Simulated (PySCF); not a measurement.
Electronic absorption of Sn(OtBu)Me3

Sn(OtBu)Me3, C7H18OSn.
Geometry (PBE0-D3(BJ)/def2-SVP, Å), atoms numbered from 1 in this order:
```
atom  x, y, z in Å
Sn1   -0.476   -0.586   -1.294
O2    -0.385   -0.560    0.707
C3     0.307    0.349    1.530
C4     0.155    1.787    1.029
C5    -0.318    0.219    2.918
C6     1.789   -0.028    1.590
H7     0.651    2.504    1.701
H8     0.610    1.908    0.031
H9    -0.910    2.059    0.958
H10   -1.387    0.476    2.872
H11    0.175    0.877    3.650
H12   -0.235   -0.822    3.264
H13    2.261    0.081    0.601
H14    1.890   -1.078    1.902
H15    2.344    0.605    2.300
C16    1.486   -0.368   -2.155
H17    2.197   -1.032   -1.644
H18    1.840    0.669   -2.072
H19    1.449   -0.645   -3.220
C20   -1.819    0.975   -1.909
H21   -2.645    1.044   -1.186
H22   -2.235    0.750   -2.902
H23   -1.299    1.942   -1.951
C24   -1.292   -2.536   -1.633
H25   -2.220   -2.650   -1.056
H26   -0.576   -3.304   -1.308
H27   -1.512   -2.681   -2.702
```

Method: TDDFT B3LYP/def2-SVPD, vertical, gas phase, core orbitals frozen in the response, def2 core potentials past Kr (PySCF). Spin–orbit coupling is left out.

**Question.** Predict the UV-vis stick spectrum at this level.

**Answer.** 

| state | E (eV) | E (hartree) | f | \|μ\| (D) | main configurations (H = HOMO, L = LUMO) |
| --- | --- | --- | --- | --- | --- |
| S1 | 5.75 | 0.2115 | 0.054 | 1.57 | H→L (95%) |
| S2 | 6.21 | 0.2284 | 0.061 | 1.61 | H-1→L (96%) |
| S3 | 6.24 | 0.2294 | 0.0037 | 0.40 | H→L+1 (73%), H→L+2 (10%) |
| S4 | 6.68 | 0.2456 | 0.0042 | 0.41 | H→L+2 (79%), H→L+1 (15%) |
| S5 | 6.73 | 0.2474 | 0.032 | 1.12 | H→L+3 (40%), H-1→L+1 (35%), H-2→L (16%) |
| S6 | 6.87 | 0.2523 | 0.049 | 1.37 | H-2→L (48%), H→L+3 (40%) |
| S7 | 6.90 | 0.2536 | 0.0063 | 0.49 | H→L+4 (85%) |
| S8 | 6.94 | 0.2551 | 0.071 | 1.64 | H-1→L+1 (46%), H-2→L (33%), H→L+3 (12%) |
| S9 | 7.00 | 0.2571 | 0.065 | 1.57 | H-3→L (92%) |
| S10 | 7.14 | 0.2625 | 0.0010 | 0.19 | H-1→L+2 (87%) |

Triplets, Tamm–Dancoff:

```tsv
state	E (eV)	λ (nm)	main configurations (H = HOMO, L = LUMO)
T1	5.49	225.7	H→L (69%), H→L+1 (16%)
T2	5.92	209.4	H-1→L (68%), H-1→L+1 (14%)
T3	5.99	207.0	H→L+1 (48%), H→L (25%), H→L+2 (12%)
T4	6.34	195.6	H-1→L+1 (39%), H-2→L (28%), H-1→L (10%)
```

The lowest singlet comes at 215 nm (555 kJ/mol) in the ultraviolet; it is of moderate strength; its leading configuration is HOMO→LUMO (95%). The strongest level in the table is S8 at 6.94 eV (179 nm, f = 0.071). Löwdin shares by element: HOMO oxygen 56%, carbon 22% or more (atoms not listed hold the other 22%); LUMO tin 30%, carbon 24% or more (atoms not listed hold the other 47%). Orbital energies (eV): HOMO-3 -8.00, HOMO-2 -7.87, HOMO-1 -7.18, HOMO -6.74, LUMO -0.26, LUMO+1 0.53, LUMO+2 0.75. Weighted by f, the mean energy of these states is 6.60 eV. Singlets were solved by full linear response, triplets in the Tamm–Dancoff approximation.
